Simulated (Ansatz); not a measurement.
Ideal-gas functions of I$_{2}$, SMILES `II` at 800 K and 1 bar, from an Ansatz frequency run at PBE0-D4/def2-TZVP.

Molar mass 253.81 g/mol, point group D∞h (symmetry number 2), electronic degeneracy 1, moments of inertia 447.47 u Å². Harmonic wavenumbers (cm⁻¹, unscaled): 226.

Use S(trans) = R[1.5 ln M + 2.5 ln T − 1.1517]; rotational temperatures θ = 24.2544 K / I; S(rot) = R[ln(T/σθ) + 1]; for each mode x = 1.438777 ν̃/T, S = R[x/(eˣ − 1) − ln(1 − e⁻ˣ)] and H = RT x/(eˣ − 1); 1 cm⁻¹ = 0.0119627 kJ/mol; R = 8.31446 J/(mol·K).

Problem. By hand: the entropy, in J/(mol·K).

Solution. Translation 198.4. Rotation: θ = 0.0542 K, giving 82.4. Vibration, mode by mode: 15.86, in all 15.9. Electronic 0.0. Sum 296.7 J/(mol·K).

Problem. By hand: H − E and G − E in kJ/mol, counted from the electronic energy.

Solution. Zero-point energy ½ × 226 × 0.0119627 = 1.4; thermal vibration 5.4; translation, rotation and pV give 3.5 RT = 23.3. H − E = 30.1 kJ/mol, and G − E = 30.1 − 800 × 296.7/1000 = -207.3 kJ/mol.

Vibration gives 5 % of the entropy.
